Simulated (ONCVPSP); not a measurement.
**Before and after: ONCV potential for Be**

ONCVPSP 4.0.1 input, shortened (lines: element, Z, core and valence counts, functional; n l f; lmax; l rc ep ncon nbas qcut; lloc lpopt rc5 dvloc0; l nproj debl; icmod fcfact rcfact), LDA (Perdew-Wang 92), scalar-relativistic:

```
  Be 4.00    0    2  -001012      upf
    1    0    2.00
    2    0    2.00
    2
    0    0.65    0.00    5    8   15.90
    1    0.55    0.21    5    9   17.20
    2    0.65    0.34    3    6   15.50
    4    5    0.35    0.00
    0    2    1.80
    1    2    2.10
    2    3    1.50
    0    0.00    0.00
```

All-electron outer shells of the reference configuration (LDA (PZ), scalar-relativistic, ld1.x):

```tsv
shell	level (eV)	outermost node (bohr)	outermost maximum (bohr)
1s	-104.93	–	0.27
2s	-5.61	0.60	2.04
```

Change: s: rc 0.76.

Cutoffs: the cutoffs (Ha) at which the residual kinetic energy of the hardest occupied pseudo-wave falls to 1 and 0.1 mHa per electron; they do not see the model core or the augmentation charge, which bear on the density cutoff. Errors are all-electron minus pseudo energies relative to the spin-unpolarised reference configuration.

Q: How do hardness, ghosts and transferability respond?

A: The potential gets softer (120 Ha and 323 Ha → 103 Ha and 120 Ha); both files keep a bound ghost (d); of the 4 tests that both files solve, the error grows in 2 and shrinks in 0 by more than 15 % and 0.3 meV (median size 1.2 → 1.5 meV). A larger radius leaves more room for a smooth pseudo-wave, so fewer plane waves are needed.

```tsv
quantity	base	changed
cutoff, loose	120 Ha	103 Ha
cutoff, tight	323 Ha	120 Ha
bound ghosts	d	d
GHOST(+) flags under 300 eV	none	none
error for 1s2 2s1, meV [ΔE 9.51 eV]	+0.3	+0.4
error for 1s2 2s0, meV [ΔE 27.29 eV]	+2.1	+2.6
error for 1s2 2s1.5, meV [ΔE 3.75 eV]	+0.1	+0.1
error for 1s1 2s2, meV [ΔE 126.73 eV]	+444	+648
p: phases at 0.56 bohr within 0.05 rad from the reference energy up to (Ha; the scan ends near 5)	to the end of the scan	to the end of the scan
d: phases at 0.66 bohr within 0.05 rad from the reference energy up to (Ha; the scan ends near 5)	to the end of the scan	to the end of the scan
```

 A true bound ghost makes a file unfit for plane-wave use even where its test errors are small: the radial tests pick states by their node count and pass the ghost by.
